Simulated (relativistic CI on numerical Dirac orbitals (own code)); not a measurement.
Hyperfine structure of Ir7+, mass number 191

Calculated at this level of theory: Dirac-Coulomb-Breit CI, KLI orbitals optimised for each configuration, a model potential for QED, unscaled Slater integrals (own radial code, finite nucleus).

CI space (outside the closed core [Kr] 4d10 4f14): 5s2 5p6 5d2, 5s2 5p6 5d 6s, 5s2 5p6 6s2, 5s2 5p6 5d 5f, 5s2 5p6 5d 6p, 5s2 5p5 5d3, 5s2 5p6 6s 6p, 5s2 5p6 5d 5g, 5s2 5p6 5f2, 5s2 5p6 5f 6s, 5s2 5p6 6p2, 5s2 5p6 5d 6d, 5s2 5p6 5d 7s, 5s2 5p6 5f 6p, 5s 5p6 5d3. Double excitations out of closed p, d and f shells are left out; levels of such configurations are missing from the list, as are those of other unlisted configurations, and high levels can miss mixing partners.

Nuclear spin I = 3/2, μ = 0.1502 μN, Q = 0.816 b (tables of Stone and Pyykkö). The electronic factors are computed for point nuclear moments, without core polarisation or the Bohr-Weisskopf and QED corrections.

| Level | E (cm⁻¹) | A (MHz) | B (MHz) |
| --- | --- | --- | --- |
| 5s2 5p6 5d2 3F_2 | 0.0 | 271.6 | 363 |
| 5s2 5p6 5d2 3F_3 | 11898.7 | 155.9 | 621 |
| 5s2 5p6 5d2 3F_4 | 21062.7 | 135.8 | 1450 |
| 5s2 5p6 5d2 3P_1 | 25746.0 | -10.5 | 667 |
| 5s2 5p6 5d2 1G_4 | 37254.2 | 140.1 | 3390 |
| 5s2 5p6 5d2 3P_2 | 38631.0 | 106 | -1110 |
| 5s2 5p6 5d 6s 3D_1 | 171619.9 | -1501 | 795 |
| 5s2 5p6 5d 6s 3D_2 | 173935.7 | 1871 | 1380 |

Levels with J = 0, under 50 % of one LS term, or S terms without an open s electron are left out. Small factors come from cancelling terms and can be off by tens of per cent or more.

At this charge configurations can still be misplaced by up to about 7 % of their energy. Terms inside the open d or f shell come out 10 to 20 % too wide with unscaled integrals. Levels and lines within the n = 5 or 6 shells can be off by up to 10 % or somewhat more, and those that change n by about 2 %, since core polarisation is missing. 11 of the 12 excited levels that our extract of the measured tables holds in this range could be paired (the sources list more); they are missed by 1503 cm⁻¹ on average and 3086 at most, and levels without a partner can miss by more. Some levels of the ground configuration have no partner and can miss by 10 % or more. Levels that differ in their count of f electrons can be misplaced by several ten thousand cm⁻¹, since the correlation energy of f electrons is missing or only estimated; rates across such gaps can be off by orders of magnitude.

Q: Give the hyperfine levels of 5s2 5p6 5d2 3F_2 relative to its centre of gravity.

A: With K = F(F + 1) − I(I + 1) − J(J + 1), E = AK/2 + B[¾K(K + 1) − I(I + 1)J(J + 1)]/[2I(2I − 1)J(2J − 1)]: F = 1/2: -904.7, F = 3/2: -814.8, F = 5/2: -362.6, F = 7/2: 905.5 MHz.

LS names give the leading component of a level, which can be under half, so a name can repeat, a term be missing and a line seem to break the LS rules.
